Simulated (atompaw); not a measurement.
# Logarithmic derivatives: lithium, PAW (atompaw)

```
Element                 : Li (Z = 3)
Generator               : atompaw 4.2.0.5
Type                    : PAW
Functional              : PBE
Relativity              : non-relativistic
Frozen core             : none
Valence charge          : 3
Reference configuration : 1s2 2s1 2p0
Partial waves           : 1s (bound): rc 0.45 bohr; 2s (bound): rc 1.00 bohr; 2p (bound, empty): rc 3.00 bohr; 2p channel at 1.95 Ry: rc 3.00 bohr
Local potential         : troulliermartins scheme with l = 2 at 0 Ry, radius 2.80 bohr
Core correction         : none
Augmentation charge     : besselshape compensation charge, radius 2.20 bohr; PAW radius 3.00 bohr; waves and projectors: custom rrkj gramschmidtortho
```

The phase is arctan(r·u′/u) with u = r·R(r), unwrapped; energies in Ry, scanned from -6 to 5 Ry. A pole is an energy at which the radial function vanishes at the test radius. The pseudo phase is shifted by a multiple of π to meet the all-electron one at the reference energy, and phase errors are pseudo minus all-electron; the curves can meet again beyond the range given. Levels narrower than the energy grid can be missing from the lists of poles.

```tsv
channel	radius (bohr)	reference energy (Ry)	poles, all-electron	poles, pseudo	unbroken range about the reference energy with phases within 0.05 rad	phase error 1 Ry above the reference energy (rad)
s	3.00	-0.21	-3.82, 1.01	-3.82, 1.00	below 2.6	-0.001
p	3.00	-0.08	0.94, 4.67	0.94, 4.30	below 2.4	-0.003
```

Phases in the p channel:

| E (Ry) | all-electron | pseudo |
| --- | --- | --- |
| -6.00 | 1.432 | 1.431 |
| -5.52 | 1.426 | 1.425 |
| -5.04 | 1.419 | 1.418 |
| -4.56 | 1.411 | 1.410 |
| -4.08 | 1.402 | 1.400 |
| -3.60 | 1.390 | 1.388 |
| -3.12 | 1.376 | 1.374 |
| -2.64 | 1.357 | 1.355 |
| -2.16 | 1.333 | 1.331 |
| -1.68 | 1.297 | 1.295 |
| -1.20 | 1.239 | 1.237 |
| -0.72 | 1.124 | 1.123 |
| -0.24 | 0.756 | 0.756 |
| 0.24 | -0.840 | -0.844 |
| 0.72 | -1.468 | -1.471 |
| 1.20 | -1.659 | -1.662 |
| 1.68 | -1.825 | -1.826 |
| 2.16 | -2.201 | -2.203 |
| 2.64 | -3.722 | -3.790 |
| 3.12 | -4.397 | -4.437 |
| 3.60 | -4.567 | -4.601 |
| 4.08 | -4.648 | -4.684 |
| 4.56 | -4.702 | -4.743 |
